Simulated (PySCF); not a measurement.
Species: C5H7F3OSe.
SMILES: `C([Se@](CC=C)=O)C(F)(F)F`

Level of theory: PySCF, TDDFT CAM-B3LYP/def2-SVPD, vertical, gas phase, core orbitals frozen in the response. Isolated species at its PBE0-D3(BJ)/def2-SVP geometry (one conformer only). Relativistic effects, spin–orbit coupling among them, are left out although an element past zinc is present. Torsions of this conformer, `[CH2:1]=[CH:2][CH2:3][Se@:4](=[O:5])[CH2:6][C:7]([F:8])([F:9])[F:10]`: C1–C2–C3–Se4 89°, C2–C3–Se4–O5 166°, C3–Se4–C6–C7 169°, Se4–C6–C7–F8 167°.

Broadening: Gaussians 0.3 eV wide at half height, area fixed by f = 4.319×10⁻⁹ ∫ε dν̃. The width is an assumption, not a result. The curve ends short of the highest state used, and states not computed would add to its high-energy end.

(λ (nm), ε (L mol⁻¹ cm⁻¹)): (186.8, 4899), (189.3, 2436), (191.9, 1264), (194.4, 2593), (197.0, 7200), (199.5, 13609), (202.1, 18506), (204.6, 18725), (207.2, 14976), (209.8, 9780), (212.3, 5392), (214.9, 2376), (217.4, 928), (220.0, 419), (222.5, 453), (225.1, 877), (227.6, 1795), (230.2, 3489), (232.8, 5790), (235.3, 7864), (237.9, 8895), (240.4, 8332), (243.0, 6488), (245.5, 4323), (248.1, 2410), (250.6, 1187), (253.2, 493), (255.7, 186), (258.3, 60), (260.9, 17)

Task: Where are the band maxima, and which computed states make them?

Result: 238 nm (5.20 eV), ε about 8900, made up of S1 (99%); 203 nm (6.09 eV), ε about 19000, made up of S4 (23%) and S5 (76%) (ε in L mol⁻¹ cm⁻¹; maxima over ε = 5, shares over 10%). At its high-energy end, 6.64 eV, the curve is still rising (ε about 5000, from S6). The states used: S1 5.20 eV (f 0.099); S2 5.46 eV (f 0.0044); S3 5.92 eV (f 0.0051); S4 5.98 eV (f 0.077); S5 6.13 eV (f 0.170); S6 6.73 eV (f 0.068); S7 6.93 eV (f 0.011); S8 7.06 eV (f 0.087); S9 7.17 eV (f 0.033); S10 7.24 eV (f 0.118).

Task: On this curve, what absorbance would a 10⁻⁵ mol/L sample give at 222 nm over a 1 cm path?

Result: 222 nm is 5.585 eV, where ε is about 420 L mol⁻¹ cm⁻¹, so A = ε c l ≈ 0.0042 (Beer–Lambert, with the gas-phase spectrum and the assumed width).

Task: Coming from long wavelengths, where does ε first pass 100 L mol⁻¹ cm⁻¹?

Result: At about 257 nm (4.82 eV), 0.38 eV below S1.

Task: What would ε be at 6.09 eV, the highest of these maxima, with half the width (0.15 eV)?

Result: About 27100 L mol⁻¹ cm⁻¹ against 19200, a factor of about 1.4; a lone state at its own centre would give exactly 2.

All these states lie below the vertical ionisation energy of 9.06 eV (ΔSCF).

On an x86-64 server with one thread, no GPU (shared host), this took 13 min of wall time.
